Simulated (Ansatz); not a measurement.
The same path of ClGeH3O + H5NSi (13 atoms, charge 0, multiplicity 1) was run twice with different band settings. Lost on the way: Ge1–Cl2, N7–H13. Made: Ge1–N7, Cl2–H13.

Theory: RKS BLYP-D4/def2-SVP in Ansatz 0.2.0.

Relaxed end points:

```xyz
13
Properties=species:S:1:pos:R:3
Ge -0.444 0.375 0.090
Cl -1.360 0.330 2.095
H 1.050 0.724 0.171
H -1.321 1.366 -0.730
O -0.580 -1.264 -0.671
H -1.498 -1.440 -0.958
N 1.182 -1.951 1.558
H 0.583 -2.254 0.780
Si 2.859 -2.439 1.604
H 3.139 -3.896 1.892
H 3.462 -2.131 0.264
H 3.547 -1.642 2.675
H 0.634 -1.909 2.422
```

```xyz
13
Properties=species:S:1:pos:R:3
Ge -0.056 -0.502 -0.064
Cl 0.641 0.771 3.377
H 0.837 0.746 -0.145
H -1.560 -0.283 0.249
O 0.200 -1.307 -1.663
H -0.368 -2.095 -1.777
N 0.597 -1.588 1.343
H -0.116 -2.230 1.714
Si 2.267 -2.211 1.377
H 2.444 -3.460 0.561
H 3.129 -1.124 0.820
H 2.635 -2.516 2.797
H 0.603 -0.334 2.603
```

Common settings: movable images 7; climbing image yes; spring 5.0 eV/Å²; optimiser quadratic models (default); force threshold 0.05 eV/Å; iteration limit 60; end points relaxed.

| run | start path |
| --- | --- |
| 1 | through a guess of the saddle point |
| 2 | straight line |

Question: What does each run give, and how far can it be trusted?

Answer: Run 1: converged after 26 iterations, highest image 0.683 eV above the first end. Beside the main top the profile has a ripple of under 15 meV (maxima at images 1, 5), which may be a very shallow well or noise. A vibrational analysis at the climbing image gives one clearly imaginary mode, 147i cm⁻¹: a first-order saddle point.
Run 2: converged after 24 iterations, highest image 0.692 eV above the first end. The order of the point at the top wasn't checked.
The orbitals stay closed-shell, which can raise the energy where a bond breaks towards radicals; this wasn't checked here.
